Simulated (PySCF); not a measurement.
Atom-mapped SMILES (the numbers label the heavy atoms): `[CH3:1]/[N:2]=[CH:3]/[CH:4]1[CH2:5][SiH2:6][CH2:7]1`. Each H is labelled by its parent atom. Ha(C5), Ha(Si6), Ha(C7) are cis to C3 on the ring; Hb(C5), Hb(Si6), Hb(C7) are trans to C3 on the ring.

Geometry: PBE0-D3(BJ)/def2-SVP; GIAO shifts from PySCF 2.14, gas phase, non-relativistic, averaged over equivalent atoms.

At PBE0/pcSseg-1 (181 basis functions, 32 s wall time on 1 thread of an Arm Neoverse V2, shared host):
| atoms | δ (ppm) |
| --- | --- |
| C3 | 171.0 |
| C1 | 50.4 |
| C4 | 41.8 |
| C5/C7 | 12.0 |
| N2 | 359.8 |
| Si6 | -36.2 |
| H(C3) | 7.61 |
| Hb(Si6) | 4.74 |
| Ha(Si6) | 4.69 |
| H(C1) | 3.46 |
| H(C4) | 2.90 |
| Ha(C5)/Ha(C7) | 1.60 |
| Hb(C5)/Hb(C7) | 1.04 |

δ = σ(ref) − σ, references computed at the same level: 13C (σ = 184.41 ppm) and 29Si (σ = 351.99 ppm) and 1H (σ = 31.27 ppm) vs TMS; 15N (σ = 265.67 ppm) vs NH3.

What do these become at mPW1PW91/pcSseg-1?

Answers


```json
{"atoms": "C3", "δ at mPW1PW91/pcSseg-1": "171.1", "change": "+0.1"}
{"atoms": "C1", "δ at mPW1PW91/pcSseg-1": "50.4", "change": "+0.0"}
{"atoms": "C4", "δ at mPW1PW91/pcSseg-1": "41.8", "change": "+0.0"}
{"atoms": "C5/C7", "δ at mPW1PW91/pcSseg-1": "12.1", "change": "+0.1"}
{"atoms": "N2", "δ at mPW1PW91/pcSseg-1": "359.2", "change": "-0.6"}
{"atoms": "Si6", "δ at mPW1PW91/pcSseg-1": "-35.1", "change": "+1.1"}
{"atoms": "H(C3)", "δ at mPW1PW91/pcSseg-1": "7.60", "change": "-0.01"}
{"atoms": "Hb(Si6)", "δ at mPW1PW91/pcSseg-1": "4.70", "change": "-0.04"}
{"atoms": "Ha(Si6)", "δ at mPW1PW91/pcSseg-1": "4.65", "change": "-0.04"}
{"atoms": "H(C1)", "δ at mPW1PW91/pcSseg-1": "3.45", "change": "-0.01"}
{"atoms": "H(C4)", "δ at mPW1PW91/pcSseg-1": "2.88", "change": "-0.02"}
{"atoms": "Ha(C5)/Ha(C7)", "δ at mPW1PW91/pcSseg-1": "1.59", "change": "-0.01"}
{"atoms": "Hb(C5)/Hb(C7)", "δ at mPW1PW91/pcSseg-1": "1.03", "change": "-0.01"}
```

References, each an isolated molecule treated in the same way: 13C (183.54 ppm) and 29Si (350.83 ppm) and 1H (31.32 ppm) against TMS; 15N (264.17 ppm) vs NH3.

The largest change is at Si6 (silicon bonded to 2 C, 2 H, in a 4-membered ring). Cost: 181 basis functions, 23 s wall time on 1 thread of an Arm Neoverse V2, shared host. The order of the carbon signals is the same at both levels.

Experimental scales use liquid or dissolved standards, which lie at an offset from isolated NH3 (liquid NH3: subtract about 20 ppm). Unscaled 15N shifts of sp2 nitrogen come out 20 to 40 ppm too high even then.
